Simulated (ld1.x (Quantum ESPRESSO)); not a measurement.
**Configuration tests for N (Z = 7) (TM)**

N, norm-conserving Troullier–Martins (Kleinman–Bylander form), made with ld1.x (Quantum ESPRESSO) 7.5 (PBEsol, scalar-relativistic). Core [He], reference 2s1.75 2p3.25. Waves: 2s (bound): rc 1.10 bohr; 2p (bound): rc 2.10 bohr; 3d channel at -0.15 Ry: rc 1.80 bohr. Local part: all-electron potential smoothed inside 1.15 bohr (lloc = -1). Core correction: none.

Energies are relative to the spin-unpolarised reference configuration 2s1.75 2p3.25; without spin polarisation the order of configurations can differ from experiment.

| valence configuration | charge | ΔE all-electron (eV) | error AE − PS (meV) |
| --- | --- | --- | --- |
| 2s2 2p3 | 0 | -2.856 | 0.0 |
| 2s2 2p2 | +1 | 10.665 | +83 |
| 2s2 2p1 | +2 | 39.402 | +571 |
| 2s2 2p2.5 | +0.5 | 2.207 | +19 |
| 2s0 2p5 | 0 | 20.040 | +1.7 |

Task: What are ΔE and the potential's error for 2s2 2p3.3?

Result: ΔE = -4.460 eV all-electron; the error (AE − PS) is -3.4 meV.

Task: What are ΔE and the potential's error for 2s1 2p0?

Result: ΔE = 163.804 eV all-electron; the error (AE − PS) is +3442 meV.

Levels in the configuration 2s1 2p0:

| level | all-electron (eV) | pseudo (eV) |
| --- | --- | --- |
| 2s | -87.223 | -85.743 |
